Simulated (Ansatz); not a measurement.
`S[SiH]1[CH2][GeH2]1` → `[SiH3][CH]1[S][GeH2]1`  (isomerisation)

Gas-phase electronic energies from Ansatz, PBE0-D4/def2-TZVP geometries. CCSD(T)/CBS adds triple-zeta CCSD(T) − MP2 to the extrapolated MP2 energy (def2 sets, frozen cores). Functionals use def2-TZVPP. For Ge outer-core shells are correlated without core-valence functions, which leaves a few kJ/mol of doubt a bond. Scalar relativity is left out up to krypton. Each species was taken in one conformer, which may not be the lowest.

```csv
species,B2PLYP energy (Eh)
`S[SiH]1[CH2][GeH2]1`,-2805.77221
`[SiH3][CH]1[S][GeH2]1`,-2805.76499
```

Problem. Work out ΔE.

Solution. ΔE = (-2805.76499) − (-2805.77221) = 0.00722 Eh = +19.0 kJ/mol. CCSD(T)/CBS gives +17.0 kJ/mol.

Largest T1 diagnostic among the species: 0.012.
